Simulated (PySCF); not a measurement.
Cl₄Cr, SMILES [Cl][Cr-]([Cl])([Cl])[Cl] (connectivity only; charge and spin as stated), charge -1, multiplicity 4.

Geometry optimised at B3LYP-D3(BJ)/def2-SVPD. The geometry has at least one imaginary mode, so it is a saddle point at that level. The multiplicity is an assumed one; other spin states were not compared.

All values below come from CAM-B3LYP/def2-SVPD run with PySCF.

Gas-phase values at a fixed geometry.

```yaml
total_energy: -2884.99294 hartree
point_group: D2d
"α spin, highest occupied and lowest empty level": -5.06 and 0.84 eV
"β spin, highest occupied and lowest empty level": -5.84 and 2.60 eV
dipole_moment_about_the_centre_of_nuclear_charge: 0.00 D
mean_static_polarisability: 106.9 bohr³ (15.84 Å³)
polarisability_principal_values: 103.0, 103.0, 114.6 bohr³
"⟨S²⟩": 3.807 (pure state 3.75)
```
